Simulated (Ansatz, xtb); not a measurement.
**C2H10GeOSi: which of two isomers lies lower**

Structure X: `CO[SiH2][GeH2][CH3]`, a singlet. Structure Y: `CO[SiH2][CH2][GeH3]`, a singlet. Both are isolated molecules in the gas phase, relaxed with r2SCAN-D4/def2-SVP, each in the lowest conformer that the search found.

Problem. Estimate which is lower in electronic energy at CCSD(T)/def2-SVP + ΔMP2/def2-TZVPP, and by roughly how much.

Solution. Too close to call at this level: CCSD(T)/def2-SVP + ΔMP2/def2-TZVPP gives E(Y) − E(X) = −0.48 kcal/mol.

The same difference at several levels:

| level | geometry | E(Y) − E(X) (kcal/mol) | departure from the last row (kcal/mol) | job, with rough time for the two |
| --- | --- | --- | --- | --- |
| GFN2-xTB | GFN2-xTB | +8.16 | +8.64 | optimisation, 0.19 s |
| HF/STO-3G | GFN2-xTB | +3.44 | +3.93 | single point, 0.4 s |
| r2SCAN-D4/def2-SVP//GFN2-xTB | GFN2-xTB | +0.14 | +0.62 | single point, 3.6 s |
| r2SCAN-D4/def2-SVP | r2SCAN-D4/def2-SVP | +0.28 | +0.76 | optimisation, 34 s |
| HF/def2-SVP | r2SCAN-D4/def2-SVP | −1.56 | −1.08 | part of the CCSD(T) run |
| MP2/def2-SVP | r2SCAN-D4/def2-SVP | −1.96 | −1.48 | part of the CCSD(T) run |
| CCSD(T)/def2-SVP | r2SCAN-D4/def2-SVP | −1.14 | −0.66 | single point |
| CCSD(T)/def2-SVP + ΔMP2/def2-TZVPP | r2SCAN-D4/def2-SVP | −0.48 |  | single point, 68 s |

As drawn, Y has 1 C–Si, 1 Ge–H in place of 1 Ge–Si, 1 C–H.

The largest departure from CCSD(T)/def2-SVP + ΔMP2/def2-TZVPP is that of GFN2-xTB, 8.64 kcal/mol. The last row adds to CCSD(T) the change of the MP2 difference between the two basis sets, here +0.66 kcal/mol.

With thermal terms from frequencies at re-optimised GFN2-xTB minima (ideal gas, soft modes damped towards free rotors, one conformer each, 298.15 K, 1 atm): the zero-point term adds −1.22 kcal/mol; ΔH is −2.02 and ΔG −1.27 kcal/mol.

The correlated steps freeze 17 core orbitals; the filled d shell of Ge is correlated, in a basis made for valence electrons. Run with Ansatz 0.2.0, xtb 6.7.1; the last row on 4 threads of Arm Neoverse V1 on a shared host.
